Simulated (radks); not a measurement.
Zr4+, 36 electrons, occupied as [Ar] 3d10 4s1 4p6 5p1 (not the ground configuration).

Method: scalar-relativistic Kohn-Sham, PBEsol, spin-polarised, spherical densities, point nucleus; open shells are filled with parallel spins first (spin-orbit coupling, left out, can overturn this in heavy ions); computed with a radial shooting solver on a logarithmic mesh with Libxc functionals.

Energy parts (eV):
total: -97718.309
kinetic: 100472.807
electron-nucleus: -233495.757
Hartree: 38302.146
exchange-correlation: -2997.506

Orbitals (lengths in bohr, moments of r in powers of bohr; <r^-3> diverges for s and p1/2; r(max) is where P^2 peaks):
orbital,occ.,eigenvalue (eV),<1/r>,r(max),<r^-3>
1s up,1,-17867.86,41.24,0.02415,-
1s down,1,-17867.62,41.24,0.02415,-
2s up,1,-2522.792,9.245,0.1370,-
2s down,1,-2522.619,9.245,0.1370,-
2p up,3,-2256.088,9.010,0.1095,2152
2p down,3,-2255.900,9.010,0.1095,2152
3s up,1,-457.9286,3.140,0.4083,-
3s down,1,-457.6381,3.141,0.4083,-
3p up,3,-371.0525,2.983,0.4022,346.9
3p down,3,-370.7387,2.984,0.4022,347.1
3d up,5,-228.4125,2.744,0.3468,45.20
3d down,5,-228.0695,2.746,0.3468,45.27
4s up,1,-104.1156,1.161,1.060,-
4s down,0,-102.5880,1.159,1.061,-
4p up,3,-80.7203,1.044,1.145,52.49
4p down,3,-79.2749,1.040,1.148,52.07
5p up,1,-30.7468,0.4478,2.797,11.38

The highest occupied level is 5p up at -30.747 eV. The configuration is held as typed, so some empty levels lie below it. The density falls to 0.001 e/bohr^3 at r = 3.98 bohr.
